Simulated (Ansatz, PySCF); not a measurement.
Reaction (SMILES): [F][In]([F])[F] -> [F][In][F] + F atom (the F-In bond at the site shown breaks; other sites are not compared here)
Structures are relaxed separately at B3LYP-D3(BJ)/def2-TZVP in Ansatz (a first-principles code). A spin state is the lowest found, not a proven ground state.
Geometry of the first species:
```
In
F 1 1.9318
F 1 1.9318 2 120.00
F 1 1.9318 2 120.00 3 -180.00
```
Charge 0, spin multiplicity 1.

Quantity: bond dissociation energy (electronic energy difference), in kcal/mol. Cores are frozen in the correlated levels unless marked. Open shells are spin-unrestricted. No spin-orbit coupling. The frozen core is the preceding noble-gas configuration, with the filled d and f shells of earlier blocks. In def2 rows, elements after Kr have scalar-relativistic effective core potentials. Basis-set limits of correlation are two-point, X^-3; Hartree-Fock from the larger set. [CCSD(T)-MP2]/basis is that difference in the basis named.

```json
[
 {"level": "revPBE/def2-TZVPD", "program": "Ansatz", "bond dissociation energy (kcal/mol)": "96.2"},
 {"level": "r2SCAN-D3(BJ)/def2-TZVPD", "program": "Ansatz + dftd3", "bond dissociation energy (kcal/mol)": "99.5"},
 {"level": "B3LYP-D4/def2-TZVPD", "program": "Ansatz + dftd4", "bond dissociation energy (kcal/mol)": "97.0"},
 {"level": "B3LYP/def2-TZVPD", "program": "Ansatz", "bond dissociation energy (kcal/mol)": "96.4"},
 {"level": "PBE0-D3(BJ)/def2-TZVP", "program": "Ansatz + dftd3", "bond dissociation energy (kcal/mol)": "97.8"},
 {"level": "PBE0-D4/def2-TZVP", "program": "Ansatz + dftd4", "bond dissociation energy (kcal/mol)": "97.9"},
 {"level": "PBE0/def2-QZVPP", "program": "Ansatz", "bond dissociation energy (kcal/mol)": "[?]"},
 {"level": "r2SCANh-D4/def2-TZVPD", "program": "Ansatz + dftd4", "bond dissociation energy (kcal/mol)": "97.6"},
 {"level": "M06-2X/def2-TZVPD", "program": "PySCF", "bond dissociation energy (kcal/mol)": "101.2"},
 {"level": "CAM-B3LYP-D4/def2-TZVPD", "program": "Ansatz + dftd4", "bond dissociation energy (kcal/mol)": "[?]"},
 {"level": "B2GP-PLYP-D3(BJ)/def2-TZVPD", "program": "Ansatz + dftd3", "bond dissociation energy (kcal/mol)": "103.3"},
 {"level": "SCS-MP2/def2-SVP", "program": "Ansatz", "bond dissociation energy (kcal/mol)": "102.8"},
 {"level": "SCS-MP2/def2-TZVPPD", "program": "Ansatz", "bond dissociation energy (kcal/mol)": "110.1"},
 {"level": "RI-MP2/CBS(def2-TZVPPD,def2-QZVPPD)+[CCSD(T)-MP2]/def2-TZVPPD", "program": "Ansatz", "bond dissociation energy (kcal/mol)": "[?]"}
]
```

Problem. Fill in the missing entries.

Solution. 
- PBE0/def2-QZVPP, bond dissociation energy (kcal/mol): 98.5
- CAM-B3LYP-D4/def2-TZVPD, bond dissociation energy (kcal/mol): 100.8
- RI-MP2/CBS(def2-TZVPPD,def2-QZVPPD)+[CCSD(T)-MP2]/def2-TZVPPD, bond dissociation energy (kcal/mol): 109.6
